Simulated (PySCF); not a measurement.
Hg⁺: interval between two levels

Hg⁺ [Xe] 4f14 5d10 6s1 [2S1/2, M_J = 1/2] → Hg⁺ [Xe] 4f14 5d9 6s1 6p1 [4F9/2, M_J = 9/2], as a difference of total energies. All numbers are calculated (PySCF 2.14, the two-component X2C-1e Hamiltonian, in x2c-TZVPall-2c with one added diffuse shell each of s, p, d type (12s12p11d2f, 117 functions)). Correlated levels: [Kr] 4d10 4f14 frozen; the 34 highest virtual spinors dropped. "Screened" scales the spin-orbit matrix elements by Boettger's factors to mimic the two-electron term; Breit and QED terms are absent.

```
                    method  interval between two levels (cm⁻¹)
 GHF (screened spin-orbit)                               81977
GMP2 (screened spin-orbit)                               90782
```

The labels give the starting determinants; with spin-orbit coupling the two ends relaxed to ⟨J²⟩ = 0.75, ⟨L²⟩ = 0.19, ⟨S²⟩ = 0.94 and ⟨J²⟩ = 24.77, ⟨L²⟩ = 12.19, ⟨S²⟩ = 3.93.
